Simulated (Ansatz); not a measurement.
`C=CC([SiH3])=S` → 3 C• + 6 H• + S• + Si•  (atomization)

Calculated with Ansatz (gas phase, PBE0-D4/def2-TZVP geometries, no zero-point term in ΔE). CBS: MP2 limit from def2 TZ/QZ plus the TZ coupled-cluster correction, frozen cores. This one scheme is used for every species, atoms too. Functionals use def2-TZVPP. B3LYP here is the variant with VWN-RPA as its local correlation; programs differ in this. No spin–orbit coupling; open shells (•) take unrestricted orbitals. Spin–orbit coupling would lower the free atoms: a little for C, S, Si. One conformer a species, not always the lowest.

`C=CC([SiH3])=S`:

Z-matrix (Å, degrees):
```
Si
C 1 1.893
H 1 1.483 2 108.8
H 1 1.491 2 110.6 3 120.0
H 1 1.483 2 108.7 3 -120.1
C 2 1.461 1 120.0 3 -120.7
S 2 1.630 1 114.9 3 59.4
C 6 1.334 2 124.5 1 -179.6
H 6 1.087 2 116.2 1 0.3
H 8 1.085 6 120.5 2 -0.0
H 8 1.083 6 121.2 2 180.0
```

| level | ΔE (kJ/mol) |
| --- | --- |
| B3LYP-D4 | 4121.6 |
| SCS-MP2/def2-TZVPP | 4047.3 |
| CCSD/def2-TZVPP | 3929.6 |
| CCSD(T)/def2-TZVPP | 4006.1 |

Task: What does CCSD(T)/CBS give? (Estimate.)

Result: The calculation gave: +4112.9 kJ/mol. The listed levels differ from it by 8.7, -65.6, -183.3, -106.8 kJ/mol.

Largest T1 diagnostic among the species: 0.017.

The D4 term adds +45.1 kJ/mol with B3LYP and +23.6 kJ/mol with PBE0; it sums over pairs of atoms, weighted by their polarisabilities, and B3LYP, whose exchange is more repulsive, gets the larger term. In def2-TZVPP, CCSD(T) changes the Hartree–Fock value by +1006.0 kJ/mol (the triples alone add +76.6 kJ/mol) and MP2 by +1064.4 kJ/mol; breaking electron pairs costs correlation energy, which Hartree–Fock lacks. From PBE to PBE0 (25 % exact exchange), in def2-TZVPP and without D4, ΔE moves by −71.4 kJ/mol: exact exchange takes away binding that semilocal exchange gives to molecules.

For atomizations the MP2-based limit and the directly extrapolated one differ by several kJ/mol either way, and by 10 to 25 for some Ge, Se and Sn compounds, so smaller differences from it don't rank the levels.
